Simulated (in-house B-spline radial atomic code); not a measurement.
RPA and G0W0 on PBE0: O5+

Configuration [He] 2s1, highest spin, mean-field start PBE0. Computed with an all-electron radial atomic-structure program (B-spline basis): all electrons, non-relativistic, point nucleus, each spin shell either full or empty, empty states to l = 9 with an (l + 1/2)⁻⁴ tail; G0W0 by contour deformation at full frequency.

Command:
```bash
python run_gw.py task.json out
```
Settings (radii: box in bohr, nucleus in fm):
```
Z                        8
electrons                3
configuration            [He] 2s1
hamiltonian              nr
method                   pbe0
lmax                     9
spin_polarised           True
box_radius               10.43
intervals                44
ion_configuration        1s2
```

Cost of the run: 1.3 s on 1 thread of Arm Neoverse N1 (shared host).

Energies (hartree):

| term | value |
| --- | --- |
| mean-field total | -64.18051 |
| Hartree-Fock functional on these orbitals | -64.17705 |
| direct second order | -0.15679 |
| second-order exchange | 0.10554 |
| SOSEX correction | 0.091809 |

What is the RPA correlation energy, and what remains with SOSEX?

RPA gives -0.14098 hartree (-1.28 eV per electron); RPA + SOSEX gives -0.049171, and the second-order doubles -0.051245 hartree (no singles). SOSEX takes back 65 % of the RPA value.

Quasi-particle levels (eV):

```
  level  occupied  mean field  Σx - vxc     Σc  QP weight     G0W0
  2s up       yes     -130.75     -7.15      ?          ?        ?
1s down       yes     -665.66    -35.39   3.07      0.960  -697.99
  1s up       yes     -667.80    -36.83   3.14      0.931  -701.49
2s down        no     -116.89      6.48  -3.24      0.926  -113.64
```

G0W0 = mean field + (Σx - vxc) + Σc, with Σc (partial-wave tail included) taken at the quasi-particle energy.

Where does G0W0 put 2s up?

At -139.65 eV, with Σc = -1.75 eV and a quasi-particle weight of 0.966. The tabulated removal energy is 138.119 ± 0.0021 eV (NIST, semi-empirical).

What does it cost to remove one electron (to 1s2) by differences of total energies, each species on its own start (correlation terms add to the Hartree-Fock functional)?

PBE0 138.50 eV, Hartree-Fock functional 137.87 eV, + RPA 139.27 eV, + RPA + SOSEX 137.99 eV, + second order 138.01 eV. Tabulated: 138.119 ± 0.0021 eV (NIST, semi-empirical).
